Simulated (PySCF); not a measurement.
## Static response to an electric field

Compound: C5H9NSSi.
Geometry (GFN2-xTB, Å), atoms numbered from 1 in this order:
```xyz
17
C5H9NSSi angstrom
C     -0.838    2.228   -0.386
N      0.019    1.070   -0.498
C     -0.316   -0.116    0.126
C     -1.651   -0.525    0.397
C     -1.718   -1.771    0.928
S     -0.170   -2.484    1.113
C      0.618   -1.066    0.476
Si     2.476   -1.012    0.314
H     -0.411    3.033   -0.981
H     -1.822    1.991   -0.790
H     -0.959    2.579    0.648
H      1.004    1.281   -0.425
H     -2.521    0.077    0.203
H     -2.591   -2.319    1.220
H      2.959    0.257    0.881
H      3.039   -2.138    1.054
H      2.875   -1.071   -1.096
```

Level: CAM-B3LYP/def2-SVPD (PySCF), static field, nuclei fixed, core orbitals frozen in the response. The polarisability tensor in these axes (au):

```
x   127.94  -5.74  -2.44
y    -5.74 125.75 -17.27
z    -2.44 -17.27  84.28
```

Question: Give the principal values, the mean and the anisotropy Δα = √{½[(α1 − α2)² + (α2 − α3)² + (α1 − α3)²]}.

Answer: Principal values 77.67, 125.24 and 135.07 au; mean 112.66 au = 16.69 Å³ = 18.57 × 10⁻⁴⁰ C²·m²/J; Δα = 53.17 au (47 % of the mean).

Question: What is the dipole moment, and where does it point?

Answer: (-0.74, 1.87, -0.05) D, 2.01 D in size, pointing from the negative to the positive side. Measured along this direction, the outermost atoms are H16 at the negative end and H9 at the positive end.

Question: Orientational against electronic polarisability at 298 K (dilute gas, rigid molecules)?

Answer: In Gaussian units μ²/3kT = 32.76 Å³ against 16.69 Å³, a ratio of 1.96; the Debye molar polarisation (4π/3)N_A(α + μ²/3kT) is 124.8 cm³/mol, leaving out the vibrational part.

Question: Form Σ f/ω² (atomic units) for the 8 lowest TDDFT singlets, given as eV and f, and set it beside the mean polarisability, which is this sum over all singlets: 4.71, 0.1500; 5.11, 0.0001; 5.52, 0.0050; 5.69, 0.0778; 5.81, 0.0052; 6.15, 0.0555; 6.23, 0.0089; 6.33, 0.0599.

Answer: They add up to 9.39 au, 8.3 % of the 112.66 au; the largest single term is 5.00 au, from the state at 4.71 eV. Terms in order: 5.00, 0.00, 0.12, 1.78, 0.11, 1.09, 0.17, 1.11 au. Higher excitations give the rest. The strengths listed sum to 0.362.

Question: What are the principal values of the traceless quadrupole moment, Θ = ½Σq(3rr − r²1), about the centre of nuclear charge?

Answer: -9.27, 3.70, 5.57 D·Å. The values depend on the origin, since the dipole doesn't vanish. The electronic extent ⟨r²⟩ about the same centre is 1482 bohr², a root-mean-square distance of 2.34 Å for the 76 electrons.

Geometry: GFN2-xTB, one conformer, isolated molecule.
